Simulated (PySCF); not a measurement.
## Unknown compound

Molecular formula: C$_{3}$H$_{9}$FO$_{3}$Si. Simulated spectra:

1H NMR (600 MHz, computed): δ 3.87 (s, 9H).

13C{1H} NMR (computed): δ 53.8.

[PySCF 2.14.0 with density-fitted response routines: shieldings: GIAO PBE0/pcSseg-1; structure optimised with GFN2-xTB; fast rotation and ring inversion assumed for equivalent nuclei; single conformer; non-relativistic Hamiltonian; no solvent model]

References, each an isolated molecule treated in the same way: 1H (σ = 31.72 ppm) and 13C (σ = 186.93 ppm) vs TMS.

Q: Deduce the structure.

A: 
- The formula gives 0 degrees of unsaturation.
- 1 carbon signal for 3 carbons: some carbons are equivalent by symmetry or fast rotation.
- Carbon types of the structure: 3 × CH3, which accounts for all hydrogens.
- δC 53.8: methyl carbon bonded to O; deshielded by the electronegative neighbour.
- δH 3.87: hydrogen on a methyl carbon bonded to O; its carbon carries O, hence the downfield position.

The compound is SMILES CO[Si](F)(OC)OC.

The shifts were computed for this structure.

Splittings by 19F in the carbon and heteronuclear signals aren't shown, as no couplings were computed. Shifts are as computed. Against solution values, carbons near 30 ppm lie about +3 ppm off and those near 130 ppm about +5 ppm. Of 1211 compounds with measured shifts, 218 miss one by over three times the rms of a fit or turn the order of signals round; such compounds aren't used in these exercises.
